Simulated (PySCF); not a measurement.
Question: Give a PBE0-D3(BJ)/def2-SVP geometry of `[PH2][GeH2][Se][GeH3]`.

Answer: 
```xyz
11
Ge2H7PSe angstrom
P      2.0487    1.0735   -0.6591
Ge     1.3003   -1.0404   -0.0501
Se    -0.4456   -1.0724    1.5423
Ge    -1.9694    0.1734    0.2487
H      0.7454    1.5432   -1.0081
H      1.9737    1.5837    0.6726
H      0.8412   -1.7678   -1.3294
H      2.4561   -1.8051    0.6181
H     -3.3463   -0.0279    0.8991
H     -1.9650   -0.3515   -1.1990
H     -1.5966    1.6668    0.2530
```

Orientation and origin are arbitrary. Atoms count from 1 in this order. Ge2 (germanium bonded to P, Se and 2 H) is distorted tetrahedral (angles from 104.8° to 115.3°). Ge4 (germanium bonded to Se and 3 H) is tetrahedral (angles from 106.1° to 110.9°). P1 (three-coordinate phosphorus) is pyramidal (angles 94.0°, 93.7° and 93.6°, sum 281.2°, 0.87 Å off the plane of its three neighbours).

Bonds between heavy atoms (Å): P1–Ge2 2.324, Ge2–Se3 2.363, Se3–Ge4 2.355.

Method used: PySCF, PBE0-D3(BJ)/def2-SVP geometry optimisation, gas phase.

Point group: C1 (no symmetry element, even within 0.4 Å). PBE0-D3(BJ)/def2-SVP frequencies: not computed here. One conformer, not necessarily the lowest (H–P1–Ge2–Se3 -54° and 40°, P1–Ge2–Se3–Ge4 59°).

On Intel Xeon Platinum 8259CL at 2.50 GHz, one thread, shared host with 96 logical CPUs at a one-minute load of 25, this took 1.9 min and 0.73 GiB of memory at its peak. This is the geometry optimisation.
